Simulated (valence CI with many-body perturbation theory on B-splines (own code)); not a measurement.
Tl76+ in brief

Calculated by relativistic CI+MBPT: three valence electrons over a frozen Dirac-Fock core [He], a basis of 11 s, 11 p, 9 d, 7 f, 5 g, 2 h, 1 i functions for each j, with the one-electron correlation potential Σ1 (screened to all orders), the two-electron term Σ2, the three-electron term Σ3, Breit, model QED; selected single and double excitations, second order for the rest (own B-spline code, finite nucleus).

No measured spectrum was set against this ion. As an estimate, large intervals hold to a few tenths of a per cent, small ones and those within an open d or f shell to about a per cent.

Levels are named by their leading jj configuration (3d3/2^4 stands for four electrons in 3d with j = 3/2), which in mixed levels can hold well under half, so a name can repeat and another be missing.

Rates and lifetimes use the calculated energies. Strong lines usually hold to 10 to 20 %, long lifetimes can be off by a factor of two.

Q: What is the ground level?

A: (2s^2 2p1/2) J=1/2, composition 100 % 2s2.2p 2P°, g = 0.603.

Q: Among levels below 17029 eV, which E1 lines absorb most strongly from the ground level?

A: to (2s^2 3d3/2) J=3/2 at 0.08858 nm, f = 0.537; to (2s 2p1/2 2p3/2) J=3/2 at 0.4813 nm, f = 0.203; to (2s 2p1/2 3p1/2) J=3/2 at 0.09180 nm, f = 0.192.

Q: What are the static dipole polarisabilities of the lowest levels?

A: (2s^2 2p1/2) J=1/2 9.54e-05 bohr³, of which the core gives 1.41e-07.

Q: Name the longest-lived excited levels whose lifetime is computed, and their main decay.

A: (2s 2p1/2 2p3/2) J=5/2 at 2490 eV lives 87.9 ps, mostly by E1 to (2s^2 2p3/2) J=3/2; (2s 2p1/2^2) J=1/2 at 319 eV lives 30.4 ps, mostly by E1 to (2s^2 2p1/2) J=1/2; (2s^2 2p3/2) J=3/2 at 2222 eV lives 6.28 ps, mostly by E1 to (2s 2p1/2^2) J=1/2.

Q: Where does the other parity begin?

A: At (2s 2p1/2^2) J=1/2, 319 eV.

Q: What is the ionisation energy?

A: 23248 eV; NIST lists 23250 ± 110 eV (theoretical).

Q: How well does LS coupling describe the low levels?

A: Among the lowest 20 levels the leading LS term, summed over configurations, holds 76 % on average. For single configurations the figures are 75 % in LS and 99 % in jj coupling. Terms mix most in the J = 1/2 level at 319 eV, where the leading one holds 48 %.
